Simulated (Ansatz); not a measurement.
Relaxation of dimethylphenylsulfonium bromide, `C[S+](C)c1ccccc1.[Br-]` with RKS PBE-D4/def2-SVP.

```sh
$ ansatz run in.yaml --threads 4 --pin off --events-out ev --progress --plain --max-ram 6963MiB
```

```yaml
crystal:
  periodic: [false, false, false]
  atoms:
    - {symbol: C, position_ang: [2.034230, 0.615990, 1.044820]}
    - {symbol: S, position_ang: [1.479880, -0.776610, 0.022650]}
    - {symbol: C, position_ang: [1.745150, -0.126450, -1.649980]}
    - {symbol: C, position_ang: [-0.321020, -0.297130, 0.092890]}
    - {symbol: C, position_ang: [-1.150130, -1.328660, 0.502350]}
    - {symbol: C, position_ang: [-2.512660, -1.123590, 0.637490]}
    - {symbol: C, position_ang: [-3.049810, 0.122610, 0.361790]}
    - {symbol: C, position_ang: [-2.224050, 1.153860, -0.053560]}
    - {symbol: C, position_ang: [-0.861550, 0.945200, -0.191660]}
    - {symbol: H, position_ang: [1.790430, 0.368890, 2.073760]}
    - {symbol: H, position_ang: [3.109160, 0.716600, 0.940100]}
    - {symbol: H, position_ang: [1.520630, 1.522070, 0.748420]}
    - {symbol: H, position_ang: [2.805940, -0.172510, -1.873150]}
    - {symbol: H, position_ang: [1.199550, -0.772150, -2.331540]}
    - {symbol: H, position_ang: [1.375500, 0.889380, -1.718530]}
    - {symbol: H, position_ang: [-0.716940, -2.295070, 0.716880]}
    - {symbol: H, position_ang: [-3.150140, -1.932750, 0.960800]}
    - {symbol: H, position_ang: [-4.110730, 0.291340, 0.469830]}
    - {symbol: H, position_ang: [-2.639980, 2.126870, -0.270560]}
    - {symbol: H, position_ang: [-0.243730, 1.767930, -0.523800]}
    - {symbol: Br, position_ang: [3.920250, -1.695810, 0.041020]}
basis:
  gaussian: {orbitals: def2-SVP}
hamiltonian: {xc: pbe, dispersion: d4}
scf: {lower_state_search: "off"}
output: {orbitals: {seedname: orbitals}}
relax: {f_tol: 0.03, max_steps: 70}
```

Hardware: 4 threads of Arm Neoverse V2 on a shared host. Wall time 21 s.

Positions (Å) and forces (eV/Å) at steps 1, 2, 3, 4, 5, 7 of 7:

```xyz
21
step=1 energy=-89312.1704 eV
C     2.034    0.616    1.045    0.008   -0.170   -0.085
S     1.480   -0.777    0.023   -0.131    0.006   -0.021
C     1.745   -0.126   -1.650    0.026   -0.146    0.155
C    -0.321   -0.297    0.093    0.229    0.017   -0.052
C    -1.150   -1.329    0.502    0.175   -0.223    0.040
C    -2.513   -1.124    0.637   -0.158   -0.094    0.048
C    -3.050    0.123    0.362   -0.240   -0.037    0.046
C    -2.224    1.154   -0.054   -0.041    0.237   -0.075
C    -0.862    0.945   -0.192    0.011    0.254   -0.082
H     1.790    0.369    2.074   -0.185   -0.224    0.636
H     3.109    0.717    0.940    0.661   -0.134   -0.159
H     1.521    1.522    0.748   -0.434    0.622   -0.195
H     2.806   -0.173   -1.873    0.679   -0.131    0.065
H     1.200   -0.772   -2.332   -0.404   -0.438   -0.380
H     1.375    0.889   -1.719   -0.340    0.701   -0.036
H    -0.717   -2.295    0.717    0.297   -0.719    0.174
H    -3.150   -1.933    0.961   -0.447   -0.567    0.220
H    -4.111    0.291    0.470   -0.741    0.117    0.075
H    -2.640    2.127   -0.271   -0.294    0.672   -0.158
H    -0.244    1.768   -0.524    0.445    0.564   -0.214
Br    3.920   -1.696    0.041    0.884   -0.305   -0.004
21
step=2 energy=-89312.4156 eV
C     2.065    0.611    1.065    0.072    0.059   -0.052
S     1.480   -0.756    0.018   -0.013   -0.020   -0.001
C     1.757   -0.137   -1.669    0.094    0.050    0.003
C    -0.340   -0.274    0.093   -0.052   -0.123    0.053
C    -1.166   -1.324    0.507    0.090   -0.105    0.027
C    -2.544   -1.127    0.641   -0.060    0.006    0.003
C    -3.098    0.125    0.360   -0.065   -0.035    0.010
C    -2.274    1.175   -0.061   -0.015    0.040   -0.011
C    -0.897    0.977   -0.196    0.108    0.133   -0.045
H     1.826    0.331    2.103   -0.044   -0.093    0.138
H     3.155    0.671    0.932    0.194   -0.116   -0.056
H     1.552    1.545    0.792   -0.117    0.152   -0.037
H     2.839   -0.202   -1.852    0.213   -0.088    0.068
H     1.210   -0.813   -2.345   -0.101   -0.129   -0.060
H     1.377    0.891   -1.764   -0.096    0.169   -0.020
H    -0.718   -2.300    0.731    0.055   -0.177    0.041
H    -3.184   -1.954    0.968   -0.113   -0.146    0.061
H    -4.175    0.286    0.469   -0.197    0.027    0.014
H    -2.705    2.157   -0.285   -0.075    0.173   -0.041
H    -0.274    1.817   -0.525    0.129    0.137   -0.060
Br    4.114   -1.701    0.019   -0.005    0.088   -0.036
21
step=3 energy=-89312.4402 eV
C     2.101    0.612    1.063   -0.067    0.108    0.056
S     1.465   -0.738    0.017    0.061   -0.043    0.013
C     1.784   -0.136   -1.671   -0.099    0.074   -0.093
C    -0.364   -0.273    0.106   -0.020    0.023    0.004
C    -1.190   -1.330    0.521    0.069   -0.032   -0.005
C    -2.575   -1.133    0.647   -0.002    0.037   -0.008
C    -3.132    0.123    0.356    0.014   -0.004    0.001
C    -2.303    1.179   -0.062   -0.001   -0.020    0.001
C    -0.919    0.984   -0.188    0.029    0.048   -0.024
H     1.870    0.314    2.104    0.016    0.018   -0.025
H     3.196    0.628    0.905   -0.042   -0.080   -0.029
H     1.600    1.567    0.809   -0.009   -0.039    0.015
H     2.878   -0.222   -1.817   -0.020   -0.047    0.084
H     1.241   -0.827   -2.344    0.019    0.023    0.007
H     1.409    0.899   -1.791   -0.017   -0.035    0.005
H    -0.742   -2.313    0.747   -0.022    0.032   -0.002
H    -3.220   -1.964    0.974    0.017    0.023   -0.012
H    -4.217    0.282    0.455    0.031   -0.004   -0.005
H    -2.737    2.165   -0.292    0.007   -0.028    0.007
H    -0.288    1.827   -0.519   -0.006   -0.044    0.019
Br    4.144   -1.643   -0.019    0.041   -0.009   -0.008
21
step=4 energy=-89312.4441 eV
C     2.090    0.611    1.066    0.021    0.042    0.017
S     1.468   -0.746    0.022   -0.069    0.049   -0.002
C     1.766   -0.135   -1.668    0.012    0.033   -0.047
C    -0.359   -0.276    0.110   -0.016   -0.056    0.021
C    -1.186   -1.332    0.524    0.009    0.010    0.001
C    -2.571   -1.130    0.644   -0.006    0.019   -0.007
C    -3.123    0.126    0.350    0.013   -0.003   -0.005
C    -2.291    1.181   -0.067    0.011   -0.016    0.004
C    -0.906    0.983   -0.188   -0.005    0.006    0.002
H     1.870    0.311    2.109    0.010    0.013   -0.028
H     3.184    0.622    0.895   -0.022   -0.011    0.012
H     1.581    1.562    0.814    0.019   -0.050    0.011
H     2.863   -0.213   -1.801   -0.022   -0.012    0.002
H     1.235   -0.836   -2.342    0.023    0.021    0.018
H     1.375    0.894   -1.786    0.010   -0.053    0.011
H    -0.741   -2.315    0.753   -0.018    0.031   -0.008
H    -3.219   -1.959    0.970    0.015    0.025   -0.009
H    -4.209    0.288    0.444    0.033   -0.003   -0.004
H    -2.723    2.167   -0.299    0.010   -0.028    0.006
H    -0.271    1.823   -0.515   -0.016   -0.033    0.011
Br    4.165   -1.626   -0.035   -0.011    0.017   -0.007
21
step=5 energy=-89312.4449 eV
C     2.092    0.612    1.068    0.007    0.017    0.003
S     1.467   -0.744    0.023   -0.053    0.021    0.001
C     1.764   -0.135   -1.668    0.006    0.021   -0.018
C    -0.360   -0.278    0.113    0.018   -0.035    0.013
C    -1.188   -1.333    0.526    0.004    0.003   -0.002
C    -2.573   -1.129    0.644   -0.002    0.007   -0.002
C    -3.123    0.127    0.348    0.003   -0.002    0.000
C    -2.290    1.180   -0.067    0.008   -0.002   -0.001
C    -0.905    0.981   -0.186   -0.008    0.004    0.001
H     1.871    0.314    2.110   -0.001    0.000   -0.007
H     3.185    0.617    0.897   -0.001   -0.005    0.002
H     1.586    1.562    0.815    0.005   -0.012    0.003
H     2.861   -0.212   -1.800   -0.003   -0.006    0.000
H     1.236   -0.837   -2.342    0.005    0.002    0.008
H     1.371    0.891   -1.787    0.001   -0.015    0.003
H    -0.745   -2.316    0.756   -0.006    0.007   -0.001
H    -3.222   -1.957    0.968    0.003    0.007   -0.002
H    -4.207    0.289    0.440    0.008    0.000   -0.002
H    -2.720    2.166   -0.301    0.002   -0.007    0.002
H    -0.268    1.818   -0.512   -0.002   -0.009    0.003
Br    4.168   -1.614   -0.044    0.003    0.003   -0.003
21
step=7 energy=-89312.4453 eV
C     2.093    0.613    1.068   -0.001   -0.007    0.002
S     1.464   -0.742    0.024   -0.003    0.001    0.000
C     1.760   -0.134   -1.669   -0.001   -0.003    0.004
C    -0.360   -0.281    0.119    0.016    0.001    0.000
C    -1.189   -1.335    0.530   -0.005   -0.001   -0.004
C    -2.574   -1.129    0.642    0.001   -0.001    0.002
C    -3.122    0.127    0.344   -0.001   -0.001    0.003
C    -2.287    1.179   -0.067    0.002    0.003   -0.003
C    -0.903    0.979   -0.181   -0.007    0.000    0.002
H     1.864    0.319    2.110   -0.004    0.001    0.001
H     3.188    0.607    0.903    0.001    0.001   -0.003
H     1.596    1.566    0.810    0.001    0.004   -0.002
H     2.858   -0.209   -1.797    0.001    0.001   -0.001
H     1.237   -0.841   -2.339    0.000   -0.002   -0.001
H     1.362    0.889   -1.790   -0.001    0.003   -0.001
H    -0.749   -2.319    0.760    0.001   -0.001    0.002
H    -3.226   -1.956    0.965   -0.001   -0.001    0.000
H    -4.207    0.290    0.432   -0.002    0.000   -0.001
H    -2.716    2.165   -0.302    0.000    0.002    0.000
H    -0.263    1.815   -0.505    0.001    0.002   -0.001
Br    4.175   -1.603   -0.057    0.002   -0.001    0.000
```
